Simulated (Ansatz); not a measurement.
Input for Ansatz (an electronic-structure program): R-CCSD(T)/def2-TZVPP on CH7AsSi (SMILES C[SiH2][AsH2]), a point of a torsion scan. The run froze 20 orbitals, filled d shells among them.

Ansatz 0.2 input:
```yaml
crystal:
  periodic: [false, false, false]
  atoms:
    - {symbol: C, position_ang: [-1.24212717, 0.65872160, 0.08764864]}
    - {symbol: Si, position_ang: [-0.08860753, -0.84851300, -0.05099229]}
    - {symbol: As, position_ang: [2.11102280, -0.07323372, 0.12070931]}
    - {symbol: H, position_ang: [-2.28767351, 0.37418421, 0.03251735]}
    - {symbol: H, position_ang: [-1.05080521, 1.37154806, -0.71146313]}
    - {symbol: H, position_ang: [-1.08903377, 1.17656424, 1.03195481]}
    - {symbol: H, position_ang: [-0.38825543, -1.54877676, -1.31160914]}
    - {symbol: H, position_ang: [-0.42901837, -1.78386465, 1.03544926]}
    - {symbol: H, position_ang: [2.48143673, -0.59416848, -1.23656631]}
    - {symbol: H, position_ang: [2.58378829, -1.36627725, 0.71620211]}
basis:
  gaussian:
    orbitals: def2-TZVPP
magnetization: {spin_polarized: false}
correlation: {method: ccsd_t, electrons: outside_noble_gas}
scf: {lower_state_search: off}
```

Task: Give the final energy of this run.

Result: -2565.6379 hartree (reference determinant -2565.1089, T1 diagnostic 0.012).

Task: How many basis functions does it have, and what does it roughly cost on one machine?

Result: 219 functions; very roughly 2.6 core-minutes.
